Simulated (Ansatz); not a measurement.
Program: Ansatz. Geometries: PBE0-D4/def2-TZVP. ΔE: electronic, gas phase. CBS: MP2 limit from def2 TZ/QZ plus the TZ coupled-cluster correction, frozen cores. This one scheme is used for every species. Functionals use def2-TZVPP. For Se outer-core shells are correlated without core-valence functions, which leaves a few kJ/mol of doubt a bond. Scalar relativity is left out up to krypton. Each species was taken in one conformer, which may not be the lowest.

Reaction (cleavage of the Si–Si bond): `[SiH3][SiH]1CS1` + H₂Se → `[SeH][SiH]1CS1` + SiH₄

```tsv
level	ΔE (kJ/mol)
B2PLYP	-62.0
MP2/def2-TZVPP	-68.9
SCS-MP2/def2-QZVPP	-68.6
HF/CBS(def2)	-67.1
```

**Question.** What does CCSD(T)/CBS give? (Best estimate.)

**Answer.** The calculation gave: -61.6 kJ/mol. The listed levels differ from it by -0.4, -7.3, -7.0, -5.5 kJ/mol.

Largest T1 diagnostic among the species: 0.013.

From PBE to PBE0 (25 % exact exchange), in def2-TZVPP and without D4, ΔE moves by −3.3 kJ/mol.
